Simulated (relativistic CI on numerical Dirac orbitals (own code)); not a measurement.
Slater and spin-orbit integrals, Ar2+

These numbers are calculated, not measured: Dirac-Coulomb-Breit CI, separate exchange-only KLI orbitals for each configuration, model QED (radiative potential, 1s self-energy scaled to tabulated hydrogen-like ionisation energies), valence Slater integrals scaled by 0.85, P86 correlation energy added to each configuration (own radial code, finite nucleus).

Slater integrals F^k, G^k are unscaled and averaged over j, outside the closed core [Ne]; ζ comes from projecting the Hamiltonian with its Breit term on Σ l·s of the shell.

- 3s2 3p4: F^2(3p,3p) = 68007, ζ(3p) = 1086.3 cm⁻¹; <r>(3p) = 1.475, <r^2>(3p) = 2.543 (bohr units).
- 3s 3p5: G^1(3s,3p) = 93836, ζ(3p) = 1087 cm⁻¹; <r>(3s) = 1.334, <r^2>(3s) = 2.046, <r>(3p) = 1.474, <r^2>(3p) = 2.539 (bohr units).
- 3s2 3p3 3d: F^2(3p,3p) = 68721, ζ(3p) = 1133.9, F^2(3p,3d) = 55173, G^1(3p,3d) = 69199, G^3(3p,3d) = 41422, ζ(3d) = 9.8852 cm⁻¹; <r>(3p) = 1.46, <r^2>(3p) = 2.491, <r>(3d) = 1.943, <r^2>(3d) = 4.623 (bohr units).

In this model ζ of a weakly bound d, f or g electron outside closed shells comes out too small, for d by up to a factor of two or three and at times with the wrong sign; that of an outer p electron is too small as well.

Correlation outside the listed configurations is missing or only estimated: errors of thousands of cm⁻¹ between configurations and terms are usual at this charge. Rates and lifetimes follow the computed energies and can be off by large factors. The fine structure of a lone outer electron comes out too small, for d and f at times inverted, and misplaced configurations move strength between like terms. 66 of the 69 excited levels that our extract of the measured tables holds in this range could be paired (the sources list more); they are missed by 10420 cm⁻¹ on average and 16617 at most, and levels without a partner can miss by more.

Averages of the first 10 configurations, taken without configuration mixing, which lowers the lowest level and can move excited configurations by several eV; other configurations of the list can lie among them:

| Configuration | Parity | States | Average energy above the lowest level (eV) |
| --- | --- | --- | --- |
| 3s2 3p4 | even | 15 | 2.6 |
| 3s 3p5 | odd | 12 | 20.9 |
| 3s2 3p3 3d | odd | 200 | 24.2 |
| 3p6 | even | 1 | 42.5 |
| 3s 3p4 3d | even | 300 | 41.3 |
| 3s2 3p3 4s | odd | 40 | 26.4 |
| 3s2 3p3 4p | even | 120 | 30.1 |
| 3s2 3p3 4d | odd | 200 | 35.0 |
| 3s2 3p3 5s | odd | 40 | 35.5 |
| 3s2 3p3 5p | even | 120 | 36.9 |
